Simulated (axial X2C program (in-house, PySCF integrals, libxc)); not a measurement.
## Potential curves of TiGa, spin-free

Computed with an axial X2C code built on PySCF integrals. Spin-free means the one-electron spin-free X2C Hamiltonian. Basis: Ga dyall-cv3z [9s9p7d4f1g], Ti dyall-cv3z [10s10p6d4f2g] (cores contracted in-house); Gaussian nuclei, density fitting, unrestricted open shells. Masses: Ga 68.926 u, Ti 47.948 u.

State: M_S = 5/2, Λ = 2 (beyond evenly filled blocks: 2 × σα, π+α, π-α, δ+α). Energies in eV from the lowest point of each curve. Fits are polynomials in 1 − R0/R over 0.85 to 1.23 times the lowest point R0.

```tsv
R (Å)	CCSD	HF
2.3218	0.1483	0.3005
2.3959	0.0455	0.1523
2.4700	0.0000	0.0603
2.5564	0.0018	0.0078
2.6429	0.0470	0.0000
2.7541	0.1488	0.0369
```

Correlated methods: 7 electrons correlated (number of frozen shells: Ga 3 s, 2 p, 1 d; Ti 3 s, 2 p), 343 virtual spin orbitals or spinors in MP2, 90 natural virtuals in coupled cluster.

Occupations by symmetry block were frozen at the best pattern of an incomplete PBE0 search. CCSD ran in a truncated set of natural virtual spinors with an MP2 remainder; without triples it tends to underbind. Other states lie close and PBE0, whose exact exchange favours high spin, may order them wrongly; the determinant shown need not be the ground state. The nearest other spin-free determinant of the search, M_S = 3/2, Λ = 2, lies 0.20 eV up at the distance of the search. The spin of this state cannot come from the lowest atoms; the curve heads to a higher limit, and no De is given. The outer-core s and p shells of the metal are frozen in the correlated rows, which leaves out core–valence correlation; for alkali and alkaline-earth bonds that tends to lengthen them. The T1 diagnostic is large, a sign of multireference character. With the outer-core shells frozen, correlated bond lengths of heavy atoms tend to come out a few hundredths of an ångström too long. Coupled cluster ran on the points near the minimum only. MP2 and coupled cluster on one determinant become unreliable at the stretched end.

(1) What are Re and ωe at the CCSD level?

(2) What are Re and ωe at the HF level?

Results:

(1) At CCSD, spin-free: Re = 2.509 Å, ωe ≈ 258 cm⁻¹; Be follows as 0.0947 cm⁻¹.

(2) At HF, spin-free: Re = 2.617 Å, ωe ≈ 215 cm⁻¹; Be follows as 0.0871 cm⁻¹.
